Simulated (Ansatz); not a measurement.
Total energies of `O1P2OP3OP1OP(O2)O3`.

| atom | x (Å) | y (Å) | z (Å) |
| --- | --- | --- | --- |
| O1 | -0.180 | -1.685 | -0.538 |
| P2 | 1.141 | -1.339 | 0.379 |
| O3 | 1.720 | -0.041 | -0.448 |
| P4 | 0.869 | 1.291 | -0.903 |
| O5 | -0.412 | 0.566 | -1.634 |
| P6 | -1.351 | -0.630 | -1.007 |
| O7 | -1.720 | 0.041 | 0.448 |
| P8 | -0.659 | 0.678 | 1.531 |
| O9 | 0.412 | -0.566 | 1.634 |
| O10 | 0.180 | 1.685 | 0.538 |

The species carries charge 0 and has multiplicity 1. The structure was optimised at the PBE0-D4/def2-TZVP level. Basis def2-TZVPP, the Gaussian-basis code of Ansatz.

RPA on PBE orbitals: Hartree–Fock energy of these orbitals -1812.53513 Eh, correlation -2.93742 Eh (frozen core).

| functional | energy without D4 (Eh) | D4 term (kJ/mol) |
| --- | --- | --- |
| PBE0 | -1816.31457 | -56.6 |
| PBE-QIDH | -1815.91800 | – |

Q: Give the same for LDA (SPW92), PBE, revPBE, BLYP, r2SCAN, B97M-V, B3LYP, r2SCANh, r2SCAN0, HSE06 (plane-wave form), BHLYP, CAM-B3LYP, LC-ωPBE, ωB97X-V, ωB97M-V, B2PLYP. (An estimate is asked.)

A: Ansatz gave: 
| functional | energy without D4 (Eh) | D4 term (kJ/mol) |
| --- | --- | --- |
| LDA (SPW92) | -1809.18101 | – |
| PBE | -1816.21754 | -67.0 |
| revPBE | -1816.86056 | -192.4 |
| BLYP | -1817.24010 | -148.5 |
| r2SCAN | -1816.99169 | -15.1 |
| B97M-V | -1816.81439 | – |
| B3LYP | -1817.34988 | -110.1 |
| r2SCANh | -1816.95428 | -16.3 |
| r2SCAN0 | -1816.90130 | -18.2 |
| HSE06 (plane-wave form) | -1816.26957 | -53.0 |
| BHLYP | -1817.08442 | -88.1 |
| CAM-B3LYP | -1817.21190 | -58.0 |
| LC-ωPBE | -1816.60679 | – |
| ωB97X-V | -1816.94480 | – |
| ωB97M-V | -1817.16487 | – |
| B2PLYP | -1816.54491 | – |

B3LYP takes the VWN-RPA correlation (the form of Gaussian; ORCA's B3LYP/G). HSE06 is the plane-wave form, built on full-range PBE exchange. The double hybrids freeze the cores in their second-order part.

LC-ωPBE has ω = 0.4 bohr⁻¹.
